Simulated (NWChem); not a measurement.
Program: NWChem. System: CHO2, charge 0, spin multiplicity 2, at a geometry optimised with UPBE0/def2-SVP. The structure started from a generated list of species. Its SCF solution wasn't tested for a lower state. Level: UHF/def2-TZVP.

Input file:

```
start mol
memory heap 200 mb stack 900 mb global 1100 mb
geometry units angstroms nocenter noautoz
  O     -0.139576     1.162841     0.000000
  C      0.213439     0.017923     0.000000
  O     -0.192079    -1.154970     0.000000
  H      1.372602    -0.170511     0.000000
  symmetry group Cs
end
basis spherical
  * library def2-tzvp
end
scf
  uhf
  nopen 1
  maxiter 100
  thresh 1e-7
  semidirect memsize 60000000 filesize 0
  # guess.movecs holds the orbitals of an unrestricted PBE0 run
  vectors input guess.movecs output mol.movecs
end
task scf energy
```

Output (cleaned and shortened):

```
             Northwest Computational Chemistry Package (NWChem) 7.3.0
             --------------------------------------------------------

                                NWChem Input Module
                                -------------------

 Scaling coordinates for geometry "geometry" by  1.889725989
 (inverse scale =  0.529177249)

 Turning off AUTOSYM since
 SYMMETRY directive was detected!

                             Geometry "geometry" -> ""
                             -------------------------

 Output coordinates in angstroms (scale by  1.889725989 to convert to a.u.)

  No.       Tag          Charge          X              Y              Z
 ---- ---------------- ---------- -------------- -------------- --------------
    1 O                    8.0000    -0.13957600     1.16284100     0.00000000
    2 C                    6.0000     0.21343900     0.01792300     0.00000000
    3 O                    8.0000    -0.19207900    -1.15497000     0.00000000
    4 H                    1.0000     1.37260200    -0.17051100     0.00000000

 Effective nuclear repulsion energy (a.u.)      63.3695890587

            Nuclear Dipole moment (a.u.)
            ----------------------------
        X                 Y               Z
 ---------------- ---------------- ----------------
    -0.0000075589    -0.0000094486     0.0000000000

      Symmetry information
      --------------------

 Group name             Cs
 Group number              2
 Group order               2
 No. of unique centers     4

      Symmetry unique atoms

     1    2    3    4


 Summary of "ao basis" -> "" (spherical)
 ------------------------------------------------------------------------------
       Tag                 Description            Shells   Functions and Types
 ---------------- ------------------------------  ------  ---------------------
 *                         def2-tzvp                  on all atoms

 Summary of "ao basis" -> "ao basis" (spherical)
 ------------------------------------------------------------------------------
       Tag                 Description            Shells   Functions and Types
 ---------------- ------------------------------  ------  ---------------------
 O                         def2-tzvp                11       31   5s3p2d1f
 C                         def2-tzvp                11       31   5s3p2d1f
 H                         def2-tzvp                 4        6   3s1p

                                 NWChem SCF Module
                                 -----------------

  ao basis        = "ao basis"
  functions       =    99
  atoms           =     4
  alpha electrons =    12
  beta  electrons =    11
  charge          =   0.00
  wavefunction    = UHF
  use symmetry    = T
  symmetry adapt  = T

 Summary of "ao basis" -> "ao basis" (spherical)
 ------------------------------------------------------------------------------
       Tag                 Description            Shells   Functions and Types
 ---------------- ------------------------------  ------  ---------------------
 O                         def2-tzvp                11       31   5s3p2d1f
 C                         def2-tzvp                11       31   5s3p2d1f
 H                         def2-tzvp                 4        6   3s1p

      Symmetry analysis of basis
      --------------------------

        a'         68
        a"         31

 Forming initial guess at       0.1s

   Symmetry analysis of molecular orbitals - initial alpha
   -------------------------------------------------------

  Numbering of irreducible representations:

     1 a'          2 a"

  Orbital symmetries:

     1 a'          2 a'          3 a'          4 a'          5 a'
     6 a'          7 a'          8 a'          9 a"         10 a'
    11 a"         12 a'         13 a"         14 a'         15 a'
    16 a'         17 a"         18 a'         19 a'         20 a'
    21 a'         22 a'

   Symmetry analysis of molecular orbitals - initial beta
   ------------------------------------------------------

  Numbering of irreducible representations:

     1 a'          2 a"

  Orbital symmetries:

     1 a'          2 a'          3 a'          4 a'          5 a'
     6 a'          7 a'          8 a'          9 a"         10 a"
    11 a'         12 a'         13 a"         14 a'         15 a'
    16 a'         17 a"         18 a'         19 a'         20 a'
    21 a'         22 a'

 Starting SCF solution at       0.1s

 ----------------------------------------------
         Quadratically convergent UHF

 Convergence threshold     :          1.000E-07
 Maximum no. of iterations :          100
 Integral*density screening:          1.000E-09
 ----------------------------------------------

              iter       energy          gnorm     gmax       time
             ----- ------------------- --------- --------- --------
                 1     -188.1485444161  5.86D-01  9.05D-02      1.4
  ga_iter_lsolve: convergence stagnant ... aborting solve

 Disabled NR: increased maxiter to 110

                 2     -188.1725451202  1.48D-01  3.87D-02      1.7
                 3     -188.1793310720  1.62D-01  5.80D-02      1.9
                 4     -188.1859203164  1.50D-01  4.15D-02      2.0
                 5     -188.1903807944  9.58D-02  1.76D-02      2.2
                 6     -188.1918469234  4.59D-02  8.31D-03      2.3
                 7     -188.1921635961  2.27D-02  6.81D-03      2.4
                 8     -188.1923203688  1.89D-02  3.39D-03      2.6
                 9     -188.1923829511  1.08D-02  2.37D-03      2.7
                10     -188.1924063273  5.35D-03  1.38D-03      2.9
[...]
   17    0.3141
   18    0.3644
   19    0.4855
   20    0.5361
   21    0.5654
   22    0.5862

                    UHF Final Alpha Molecular Orbital Analysis
                    ------------------------------------------

 Vector   10  Occ=1.000000D+00  E=-6.174505D-01  Symmetry=a'
              MO Center=  1.4D-01,  1.8D-01, -1.4D-14, r^2= 1.9D+00
   Bfn.  Coefficient  Atom+Function         Bfn.  Coefficient  Atom+Function
  ----- ------------  ---------------      ----- ------------  ---------------
    68     -0.289506  3 O  px                 7      0.272158  1 O  py
    71     -0.265677  3 O  px                10      0.229295  1 O  py
    37      0.178189  2 C  px                95      0.163404  4 H  s
    40      0.155004  2 C  px

 Vector   11  Occ=1.000000D+00  E=-5.234032D-01  Symmetry=a"
              MO Center= -9.3D-02,  5.4D-01,  9.6D-15, r^2= 1.5D+00
   Bfn.  Coefficient  Atom+Function         Bfn.  Coefficient  Atom+Function
  ----- ------------  ---------------      ----- ------------  ---------------
     8      0.364033  1 O  pz                11      0.328653  1 O  pz
    70     -0.236766  3 O  pz                73     -0.213615  3 O  pz
    14      0.198738  1 O  pz

 Vector   12  Occ=1.000000D+00  E=-4.736028D-01  Symmetry=a'
              MO Center=  2.0D-01,  6.1D-01,  1.5D-15, r^2= 1.6D+00
   Bfn.  Coefficient  Atom+Function         Bfn.  Coefficient  Atom+Function
  ----- ------------  ---------------      ----- ------------  ---------------
     6      0.392776  1 O  px                 9      0.352873  1 O  px
    12      0.235318  1 O  px                95     -0.236216  4 H  s
    96     -0.173249  4 H  s

 Vector   13  Occ=0.000000D+00  E= 1.604287D-01  Symmetry=a"
              MO Center=  2.7D-01,  1.3D-01, -3.1D-15, r^2= 2.4D+00
   Bfn.  Coefficient  Atom+Function         Bfn.  Coefficient  Atom+Function
  ----- ------------  ---------------      ----- ------------  ---------------
    45      0.956983  2 C  pz                14     -0.538393  1 O  pz
    76     -0.378200  3 O  pz                42      0.301786  2 C  pz
    39      0.292975  2 C  pz                 8     -0.250440  1 O  pz
    11     -0.188122  1 O  pz                70     -0.186118  3 O  pz
    73     -0.155346  3 O  pz

 Vector   14  Occ=0.000000D+00  E= 1.710501D-01  Symmetry=a'
              MO Center=  1.8D+00, -3.0D-01,  1.6D-15, r^2= 2.9D+00
   Bfn.  Coefficient  Atom+Function         Bfn.  Coefficient  Atom+Function
  ----- ------------  ---------------      ----- ------------  ---------------
    96      2.904221  4 H  s                 36     -1.428498  2 C  s
    43     -1.227192  2 C  px                95     -0.489190  4 H  s
    67     -0.321110  3 O  s                 12      0.280822  1 O  px
    37     -0.213854  2 C  px                75     -0.160413  3 O  py

 Vector   15  Occ=0.000000D+00  E= 1.972339D-01  Symmetry=a'
              MO Center= -3.9D-01, -2.0D-01,  1.4D-15, r^2= 4.6D+00
   Bfn.  Coefficient  Atom+Function         Bfn.  Coefficient  Atom+Function
  ----- ------------  ---------------      ----- ------------  ---------------
    36      4.016421  2 C  s                 67     -2.229533  3 O  s
     5     -1.699354  1 O  s                 96     -1.072855  4 H  s
    35      0.850811  2 C  s                 75     -0.797029  3 O  py
    13      0.663224  1 O  py                43     -0.499098  2 C  px
    44     -0.422552  2 C  py                55     -0.277758  2 C  d  2

                     UHF Final Beta Molecular Orbital Analysis
                     -----------------------------------------

 Vector    9  Occ=1.000000D+00  E=-6.779918D-01  Symmetry=a'
              MO Center= -4.2D-02,  8.7D-01,  8.1D-16, r^2= 1.3D+00
   Bfn.  Coefficient  Atom+Function         Bfn.  Coefficient  Atom+Function
  ----- ------------  ---------------      ----- ------------  ---------------
     7      0.352043  1 O  py                10      0.291736  1 O  py
    38     -0.219909  2 C  py                 4      0.218631  1 O  s
     5      0.194139  1 O  s                 37      0.155483  2 C  px

 Vector   10  Occ=1.000000D+00  E=-5.117394D-01  Symmetry=a"
              MO Center= -1.2D-01,  3.4D-01, -7.2D-15, r^2= 1.7D+00
   Bfn.  Coefficient  Atom+Function         Bfn.  Coefficient  Atom+Function
  ----- ------------  ---------------      ----- ------------  ---------------
     8      0.353491  1 O  pz                11      0.318229  1 O  pz
    70     -0.276862  3 O  pz                73     -0.251592  3 O  pz
    14      0.199292  1 O  pz                76     -0.180062  3 O  pz

 Vector   11  Occ=1.000000D+00  E=-4.738572D-01  Symmetry=a'
              MO Center=  1.0D-01,  6.2D-01,  7.3D-15, r^2= 1.6D+00
   Bfn.  Coefficient  Atom+Function         Bfn.  Coefficient  Atom+Function
  ----- ------------  ---------------      ----- ------------  ---------------
     6      0.398184  1 O  px                 9      0.357182  1 O  px
    12      0.239120  1 O  px                95     -0.153843  4 H  s

 Vector   12  Occ=0.000000D+00  E= 1.386107D-02  Symmetry=a'
              MO Center=  4.0D-02, -7.6D-01, -6.4D-15, r^2= 2.0D+00
   Bfn.  Coefficient  Atom+Function         Bfn.  Coefficient  Atom+Function
  ----- ------------  ---------------      ----- ------------  ---------------
    96      0.602317  4 H  s                  5     -0.527332  1 O  s
    74     -0.410326  3 O  px                68     -0.330389  3 O  px
    43     -0.313510  2 C  px                71     -0.306713  3 O  px
    35      0.244079  2 C  s                 44      0.222851  2 C  py
    13      0.189669  1 O  py                36      0.174236  2 C  s

 Vector   13  Occ=0.000000D+00  E= 1.633791D-01  Symmetry=a"
              MO Center=  2.6D-01,  8.5D-02, -1.0D-14, r^2= 2.4D+00
   Bfn.  Coefficient  Atom+Function         Bfn.  Coefficient  Atom+Function
  ----- ------------  ---------------      ----- ------------  ---------------
    45      0.943710  2 C  pz                14     -0.523827  1 O  pz
    76     -0.419944  3 O  pz                42      0.318848  2 C  pz
    39      0.299162  2 C  pz                 8     -0.244348  1 O  pz
    70     -0.199620  3 O  pz                11     -0.183844  1 O  pz
    73     -0.167751  3 O  pz

 Vector   14  Occ=0.000000D+00  E= 1.806989D-01  Symmetry=a'
              MO Center=  1.8D+00, -4.4D-01, -9.4D-15, r^2= 2.7D+00
   Bfn.  Coefficient  Atom+Function         Bfn.  Coefficient  Atom+Function
  ----- ------------  ---------------      ----- ------------  ---------------
    96      2.878393  4 H  s                 36     -1.922873  2 C  s
    43     -1.036169  2 C  px                95     -0.536466  4 H  s
     5      0.442235  1 O  s                 12      0.295114  1 O  px
    35     -0.264386  2 C  s                 37     -0.213794  2 C  px
    74      0.207638  3 O  px                44     -0.203270  2 C  py

 center of mass
 --------------
 x =  -0.05712232 y =   0.00710266 z =   0.00000000

 moments of inertia (a.u.)
 ------------------
         153.546217760299          -2.740764506663           0.000000000000
          -2.740764506663          11.806166674120           0.000000000000
           0.000000000000           0.000000000000         165.352384434420

  Mulliken analysis of the total density
  --------------------------------------

    Atom       Charge   Shell Charges
 -----------   ------   -------------------------------------------------------
    1 O    8     8.41   0.79  1.18  0.58  0.94  0.34  1.83  1.94  0.76  0.00  0.03  0.00
    2 C    6     5.58   0.86  1.12  0.53  0.46  0.06  1.17  0.96  0.14  0.07  0.19  0.03
    3 O    8     8.11   0.79  1.18  0.60  1.00  0.29  1.79  1.85  0.57  0.00  0.03  0.00
    4 H    1     0.89   0.24  0.48  0.15  0.02

  Mulliken analysis of the alpha density
  --------------------------------------

    Atom       Charge   Shell Charges
 -----------   ------   -------------------------------------------------------
    1 O    8     4.20   0.40  0.59  0.29  0.47  0.17  0.91  0.97  0.38  0.00  0.02  0.00
    2 C    6     2.73   0.43  0.56  0.26  0.21  0.03  0.56  0.46  0.06  0.04  0.10  0.01
    3 O    8     4.53   0.40  0.59  0.31  0.51  0.14  1.12  1.13  0.31  0.00  0.01  0.00
    4 H    1     0.53   0.14  0.29  0.09  0.01

   Mulliken analysis of the beta density
   -------------------------------------

    Atom       Charge   Shell Charges
 -----------   ------   -------------------------------------------------------
    1 O    8     4.21   0.40  0.59  0.29  0.47  0.17  0.91  0.97  0.38  0.00  0.02  0.00
    2 C    6     2.85   0.43  0.56  0.27  0.24  0.03  0.60  0.51  0.07  0.03  0.09  0.01
    3 O    8     3.58   0.40  0.59  0.29  0.48  0.15  0.67  0.72  0.26  0.00  0.01  0.00
    4 H    1     0.36   0.10  0.19  0.06  0.01

   Mulliken analysis of the spin density
   -------------------------------------

    Atom       Charge   Shell Charges
 -----------   ------   -------------------------------------------------------
    1 O    8    -0.01   0.00 -0.00  0.00 -0.00 -0.01  0.00  0.00 -0.00  0.00  0.00  0.00
    2 C    6    -0.12  -0.00  0.00 -0.01 -0.03  0.00 -0.04 -0.05 -0.01  0.01  0.01  0.00
    3 O    8     0.94   0.00 -0.00  0.02  0.03 -0.01  0.45  0.41  0.05 -0.00 -0.00 -0.00
    4 H    1     0.18   0.04  0.10  0.03 -0.00

       Multipole analysis of the density wrt the origin
       ------------------------------------------------

     L   x y z        total         alpha         beta         nuclear
     -   - - -        -----         -----         ----         -------
     0   0 0 0     -0.000000    -12.000000    -11.000000     23.000000

     1   1 0 0      0.472795      0.234103      0.238699     -0.000008
     1   0 1 0     -0.739313      0.583413     -1.322717     -0.000009
     1   0 0 1     -0.000000     -0.000000     -0.000000      0.000000

     2   2 0 0    -11.017222    -11.308527     -9.023387      9.314692
     2   1 1 0      0.194230     -0.749418     -0.003524      0.947173
     2   1 0 1     -0.000000     -0.000000     -0.000000      0.000000
     2   0 2 0    -15.335767    -48.307278    -43.878652     76.850163
     2   0 1 1      0.000000      0.000000     -0.000000      0.000000
     2   0 0 2    -11.907492     -6.076664     -5.830828      0.000000

 Task  times  cpu:        6.0s     wall:        6.0s

 Total times  cpu:        6.1s     wall:        6.1s
```
